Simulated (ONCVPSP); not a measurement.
**Configuration tests for iridium (ONCV)**

| Item | Value |
| --- | --- |
| Element | Ir (Z = 77) |
| Generator | ONCVPSP 4.0.1 |
| Type | optimised norm-conserving Vanderbilt (ONCV) |
| Functional | PBE |
| Relativity | scalar-relativistic |
| Frozen core | [Kr] 4d10 |
| Valence charge | 31 |
| Reference configuration | 4f14 5s2 5p6 5d7 6s1.5 (charge +0.5) |
| Partial waves | 5s+6s: rc 1.35 bohr, ncon 3, nbas 6, qcut 7.7 1/bohr, 2 projectors; 5p: rc 1.10 bohr, ncon 4, nbas 7, qcut 6.9 1/bohr, 2 projectors, debl 0.8 Ha; 5d: rc 2.15 bohr, ncon 5, nbas 8, qcut 7.8 1/bohr, 2 projectors, debl 3 Ha; 4f: rc 0.55 bohr, ncon 4, nbas 9, qcut 35.3 1/bohr, 3 projectors, debl 0.8 Ha |
| Local potential | polynomial inside 0.35 bohr (lpopt 5, dvloc0 -1 Ha) |
| Core correction | Teter function, fcfact 3.75, rcfact 1.05 |

In the p channel the program set the typed energies aside and used -2.158, 0.250 Ha. In the f channel the program set the typed energies aside and used -2.432, 0.250, 1.050 Ha.

Energies are relative to the spin-unpolarised reference configuration 4f14 5s2 5p6 5d7 6s1.5; without spin polarisation the order of configurations can differ from experiment.

```csv
valence configuration,charge,ΔE all-electron (eV),error AE − PS (meV)
4f14 5s2 5p6 5d7 6s1,+1,5.845,-2.2
4f14 5s2 5p6 5d7 6s0,+2,23.314,-10
4f14 5s2 5p6 5d8 6s0,+1,4.598,-10
```

(1) What are ΔE and the potential's error for 4f14 5s2 5p6 5d7 6s2?

Levels in the configuration 4f14 5s2 5p6 5d7 6s1:

```csv
level,all-electron (eV),pseudo (eV)
4f,-70.486,-70.211
5s,-106.303,-106.308
5p,-63.046,-63.048
5d,-15.324,-15.323
6s,-13.567,-13.567
```

Note: ghosts flagged at negative energy: s at -2947.2 eV, s at -327.0 eV, p at -1408.0 eV, d at -413.9 eV; GHOST(+) flagged for p at 294.7 eV. A true bound ghost makes a file unfit for plane-wave use. The potential misses its own reference levels by up to 0.3 eV.

Answers

(1) ΔE = -4.035 eV all-electron; the error (AE − PS) is +1.2 meV.
